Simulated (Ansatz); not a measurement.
Program: Ansatz. Geometries: PBE0-D4/def2-TZVP. ΔE: electronic, gas phase. CBS: MP2 limit from def2 TZ/QZ plus the TZ coupled-cluster correction, frozen cores. DFT in def2-TZVPP. One conformer a species, not always the lowest.

Reaction (formal exchange of groups at a B–Si bond): `[SiH3]O[SiH2]BS` + `CSS` → `SBS` + `CS[SiH2]O[SiH3]`

```csv
species,PBE energy (Eh)
`[SiH3]O[SiH2]BS`,-1081.01548
`CSS`,-836.54257
`SBS`,-822.73657
`CS[SiH2]O[SiH3]`,-1094.88467
```

Q: Work out ΔE.

A: ΔE = (-822.73657) + (-1094.88467) − (-1081.01548) − (-836.54257) = -0.06319 Eh = -39.7 kcal/mol. CCSD(T)/CBS gives -42.9 kcal/mol.

Largest T1 diagnostic among the species: 0.014.

From PBE to PBE0 (25 % exact exchange), in def2-TZVPP and without D4, ΔE moves by −1.7 kcal/mol. The D4 term adds −0.9 kcal/mol with B3LYP and −0.5 kcal/mol with PBE0; it sums over pairs of atoms, weighted by their polarisabilities, and B3LYP, whose exchange is more repulsive, gets the larger term.

B3LYP here is the variant with VWN-RPA as its local correlation; programs differ in this.
